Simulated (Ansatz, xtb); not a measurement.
**C3H7FGe: 3 structures ranked**

3 gas-phase structures of C3H7FGe, from a drawn sample of its isomers (lower ones may exist). Each was relaxed with GFN2-xTB:

A. `F[C@@H]1C[C@@H]1[GeH3]`, a singlet
B. `F[C@@H]1C[C@H]1[GeH3]`, a singlet
C. `F[C]1([GeH3])CC1`, a singlet

**Question.** Estimate their order in r2SCAN-D4/def2-SVP//GFN2-xTB energy at these geometries, lowest first.

**Answer.** Calculated order at r2SCAN-D4/def2-SVP//GFN2-xTB: A (0.0), B (2.6), C (8.5) kJ/mol. Less than 1 kcal/mol parts A and B, so the order within that pair means little.

Energies above the lowest of each column, in kJ/mol; the last columns are at r2SCAN-D4/def2-SVP geometries:

```json
{"structure": "A", "GFN2-xTB": "0.0", "HF/STO-3G": "2.9", "r2SCAN-D4/def2-SVP//GFN2-xTB": "0.0", "r2SCAN-D4/def2-SVP": "0.0", "CCSD(T)/def2-SVP + ΔMP2/def2-TZVPP": "0.0"}
{"structure": "B", "GFN2-xTB": "9.5", "HF/STO-3G": "0.0", "r2SCAN-D4/def2-SVP//GFN2-xTB": "2.6", "r2SCAN-D4/def2-SVP": "5.1", "CCSD(T)/def2-SVP + ΔMP2/def2-TZVPP": "2.4"}
{"structure": "C", "GFN2-xTB": "5.6", "HF/STO-3G": "5.0", "r2SCAN-D4/def2-SVP//GFN2-xTB": "8.5", "r2SCAN-D4/def2-SVP": "11.3", "CCSD(T)/def2-SVP + ΔMP2/def2-TZVPP": "11.5"}
```

CCSD(T)/def2-SVP + ΔMP2/def2-TZVPP has A and B within 1 kcal/mol of each other at the bottom, and every level picks one of them. ΔMP2 is the change of the MP2 energy from the smaller to the larger basis.

Programs: Ansatz 0.2.0, xtb 6.7.1.
